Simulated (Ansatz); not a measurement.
# A barrier at the coupled-cluster level

Start structure (Al2NH6O4, doublet), relaxed at PBE0-D4/def2-TZVP:

```
atom    x (Å)    y (Å)    z (Å)
 Al1  -0.6605   0.7390   0.4497
  O2  -1.1781  -0.6708   1.2563
 Al3  -1.1799  -1.6992  -0.1585
  O4   0.4786  -2.1223  -0.6242
  O5  -1.1922  -0.0011  -1.1290
  O6  -0.7719   2.4096   0.7348
  H7   1.7341   0.4459   1.2165
  N8   1.2976   0.4320   0.3003
  H9   0.7532  -3.0376  -0.6554
 H10  -0.8841   0.1281  -2.0256
 H11  -1.5707   2.8605   0.9976
 H12   1.3493  -0.5385  -0.0603
 H13   1.8246   1.0544  -0.3023
```

The step: Al₂NH₆O₄ ([NH3][Al]1([OH])[O][Al]([OH])[OH]1) → Al₂NH₆O₄ ([NH2][Al]1([OH])[OH][Al]([OH])[OH]1); bonds formed: O2–H7; dative contacts that become bonds: Al1–N8; bonds broken: H7–N8; bonds weakened to dative contacts: Al1–O2. Computed with Ansatz 0.2.0 (basis: def2-TZVPP and def2-QZVPP); correlated methods freeze the cores; orbitals are unrestricted. Extrapolation: Hartree–Fock as exp(−7.88 √X), correlation as X^−2.97. Energies below are by CCSD(T) at an estimated basis limit (MP2 extrapolated from triple and quadruple zeta, plus CCSD(T) − MP2 in triple zeta).

**Question.** What are the electronic barrier and the energy of the step, from the start structure to the end structure? (An estimate is asked for; the value comes from the calculation.)

**Answer.** Computed: Barrier 96.6 kJ/mol; step energy -1.1 kJ/mol (downhill); reverse barrier, their difference, 97.6 kJ/mol. Barrier and step energy count from the start structure, the reverse barrier from the end structure.

The saddle point: One imaginary mode of 1316i cm⁻¹.
| pair | start (Å) | saddle (Å) | end (Å) |
| --- | --- | --- | --- |
| Al1–N8 | 1.99 | 1.89 | 1.77 |
| O2–H7 | 3.12 | 1.24 | 0.96 |
| Al1–O2 | 1.70 | 1.80 | 1.85 |
| H7–N8 | 1.01 | 1.33 | 3.20 |

Zero-point energy (harmonic, PBE0-D4): ZPE is 228.2 kJ/mol at the start and 211.6 kJ/mol at the saddle, so the barrier goes from 96.6 to 80.0 kJ/mol.

No T1 diagnostic of these runs exceeds 0.014. ⟨S²⟩ of the unrestricted Hartree–Fock references: 0.75 (a pure state has 0.75).

Labels in which every atom is bracketed show which atoms are joined, not bond orders.

For scale, one of the runs: CCSD(T)/def2-TZVPP, 323 basis functions, launched by `ansatz run in.yaml --threads 4 --pin off --events-out ev --progress --plain --max-ram 41984MiB --backend cuda --devices 0, --max-vram 37GiB`. Time: 21 s of wall clock on 4 CPU threads of an AMD EPYC 7R13 and a share of one NVIDIA H100; the host was shared. Peak host memory: 0.87 GiB.
